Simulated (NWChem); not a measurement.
# HS2, doublet; SMILES [S]S

Computed with NWChem. Spin-unrestricted. In the optimisation the excess spin sits in a" (Cs, its own frame). Structure relaxed at the PBE-D3(BJ)/def2-SVP, spin-unrestricted level. No stability test was run on the SCF state. Level TPSS/def2-SVP: single points from the atomic guess with DIIS by default; each run changes one setting, and all converged runs end within 0.3 mHa of each other.

Task: Which setting needs the most SCF iterations, or fails (occupation smearing of 0.005 Ha; level shift of 0.5 Ha throughout; DIIS on 3 Fock matrices; core-Hamiltonian guess; defaults)?

Result: level shift of 0.5 Ha throughout, with 20 against 9 for the defaults.
```csv
setting,SCF iterations
defaults,9
level shift of 0.5 Ha throughout,20
core-Hamiltonian guess,11
DIIS on 3 Fock matrices,9
occupation smearing of 0.005 Ha,9
```
